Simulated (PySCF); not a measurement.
Compound: C6H10OSi.
Z-matrix (Å and degrees, GFN2-xTB geometry), rows numbered from 1:
```
C 
C   1  1.3254
C   2  1.4972  1  122.53
C   2  1.5028  1  123.42  3  -174.57
C   4  1.5426  2  117.08  1   -23.00
Si  5  1.9182  4   93.25  2   100.79
C   4  1.5341  2  105.09  1    84.48
O   7  1.2010  4  128.47  2    71.54
H   1  1.0767  2  121.03  3    -3.10
H   1  1.0757  2  123.07  3   177.95
H   3  1.0866  2  111.22  1    -1.23
H   3  1.0902  2  109.27  1  -121.53
H   3  1.0902  2  110.56  1   119.86
H   4  1.0922  2  109.37  1  -154.57
H   5  1.0870  4  113.43  2   -22.79
H   5  1.0895  4  110.58  2  -142.71
H   6  1.4591  5  116.64  4  -102.39
H   6  1.4597  5  117.50  4   120.75
```

NICS = −σ at a ghost point: NICS(0) at the centroid of the ring atoms, NICS(1) 1 Å to either side along the normal of their mean plane, zz for the tensor component along that normal. Level: GIAO PBE0/pcSseg-1 (PySCF, non-relativistic, gas phase) on the GFN2-xTB geometry, one conformer.

Ring bond lengths (Å), with Mayer bond orders in brackets: C4–C5 1.543 (0.98), C5–Si6 1.918 (0.93), Si6–C7 1.934 (0.84), C7–C4 1.534 (0.85).

Question: Give the NICS values of each ring in ppm.

Answer: 
```
        ring                                              type  NICS(0)  NICS(1), two faces  NICS(1)zz, two faces  rms pucker (Å)  centre to ring atoms, mean (Å)
C4–C5–Si6–C7  4-membered ring with Si; formal bonds all single      7.3         -0.4 / -1.4            -0.5 / 0.8            0.07                            1.22
```

Question: What can be read from them?

Answer: 
- C4–C5–Si6–C7: mean NICS(1)zz 0.2 ppm, near zero. C4, C5, Si6 have four or more neighbours, and the NICS criterion for π rings isn't applied. NICS(0) lies 8 ppm above the mean NICS(1).

Question: What is the mean of the two in-plane components of NICS at the first NICS(1) probe listed for ring C4–C5–Si6–C7, 1 Å off the ring?

Answer: The isotropic value is a third of the trace: (3 × -0.4 − (-0.5))/2 = -0.4 ppm.

Question: Give the inner angles of the rings and the Hirshfeld charges of the ring atoms.

Answer: 
- C4–C5–Si6–C7: C4 98.0° (-0.041 e), C5 93.3° (-0.163 e), Si6 74.2° (+0.338 e), C7 92.9° (+0.082 e); sum 358.3° against 360° for a flat convex ring.

Question: How shielded are the nuclei of the rings and their hydrogens (means over atoms taken as equivalent)?

Answer: 
```csv
atoms,environment,σ isotropic (ppm)
C4,sp3 carbon next to a carbonyl,110.3
C5,sp3 carbon bound to silicon,177.9
Si6,SiH2 silicon,368.3
C7,carbonyl carbon,-49.4
H14,methine hydrogen,28.04
H15,methylene hydrogen,30.50
H16,methylene hydrogen,29.94
H17,Si–H hydrogen,26.29
H18,Si–H hydrogen,26.53
```
